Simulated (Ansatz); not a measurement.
Relaxed structures of BSiH$_{2}$OF, closed shell (PBE0-D4/def2-TZVP; forces vanish, vibrations not checked; lower isomers may exist, and structures with a doubtful reference or unclear bonds are left out; Å). Computed with Ansatz 0.2.0 (basis: def2-TZVPP); correlated methods freeze the cores.

Q: Rank them by CCSD(T) energy, lowest first, and give each one's height above the lowest. Links in brackets join atoms within 1.22 times the sum of their covalent radii (1.1 for two metals). (An estimate is asked for; the value comes from the calculation.)
A.
a complex of BSiHO ([O][B][SiH]) + HF
```
6
angstrom
F -0.2464 -2.1094 0.1492
B 0.8216 0.1272 0.7796
O 1.6781 -0.3961 1.4606
Si -0.8853 0.0340 -0.3186
H -0.0235 -0.0906 -1.5650
H 0.5307 -1.9754 0.6667
```
B.
BSiH₂OF ([F][B]1[O][SiH2]1)
```
6
angstrom
F 0.3591 -2.2445 0.8665
B 0.2139 -1.0241 0.4208
O 1.0266 0.0431 0.5085
Si -0.3874 0.5790 -0.3733
H -0.0746 1.0043 -1.7575
H -1.1376 1.6422 0.3350
```
C.
BSiH₂OF ([F][BH][O][SiH])
```
6
angstrom
F 0.9957 -2.2594 1.0625
B 0.2008 -1.2385 0.8011
O 0.7247 -0.1734 0.1446
Si 0.0738 1.2753 -0.3646
H -0.9434 -1.2848 1.1474
H -1.3593 1.0361 0.1537
```

A: Computed: C (0.0 kJ/mol), B (32.4 kJ/mol), A (269.3 kJ/mol). Heights count from the lowest.

No T1 diagnostic of these runs exceeds 0.018. The restricted Hartree–Fock reference is unstable towards an unrestricted one at one or more of these structures.

For scale, one of the runs: CCSD(T)/def2-TZVPP, 163 basis functions, launched by `ansatz run in.yaml --threads 2 --pin off --events-out ev --progress --plain --max-ram 4352MiB`. Hardware: 2 CPU threads of an Intel Xeon Platinum 8175M, shared host. Wall time 28 s; peak host memory 1.3 GiB.
